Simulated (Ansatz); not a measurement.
The cluster Ga₄O₆ (the lowest singlet isomer of a short search) was relaxed with PBE-D4 (def2-SVP) in Ansatz in these states: charge -1 doublet, neutral singlet. The geometries follow in no particular order.

A:

```xyz
10

Ga    0.3678    1.3945   -0.4432
Ga    1.6330   -0.6774   -1.4489
Ga   -2.1249    0.2207    1.8263
Ga    0.1960   -1.6108    0.5657
O    -1.5057    1.1328    0.0343
O     1.1324    0.9538   -2.0956
O    -0.7564    2.4291    0.5750
O     1.3292   -0.0564    0.3925
O    -1.2143   -1.4773    1.5988
O     0.9429   -2.3090   -1.0048
```

B:

```xyz
10

Ga    0.350   -1.069   -0.911
Ga    2.094    1.014   -0.941
Ga   -2.558   -0.517    1.276
Ga   -0.150    1.397    0.596
O    -0.779   -1.508    0.669
O     2.156   -0.905   -0.999
O    -1.084   -2.213   -0.704
O     0.024    0.793   -1.214
O    -1.661    1.187    1.492
O     1.609    1.821    0.735
```

Task: Judge from the bond lengths which geometry belongs to which state (an estimate).

Result: A is the neutral singlet (Ga2–O8 1.967 Å, Ga2–Ga4 2.645 Å, Ga2–O6 1.825 Å); B is the charge -1 doublet (Ga2–O8 2.100 Å, Ga2–Ga4 2.747 Å, Ga2–O6 1.921 Å).

The restricted singlet is unstable towards broken spin symmetry in Hartree–Fock (as tested in another run); at PBE-D4/def2-SVP this wasn't settled. These are the stationary points nearest to one start from a short search; other shapes may lie lower in each state.
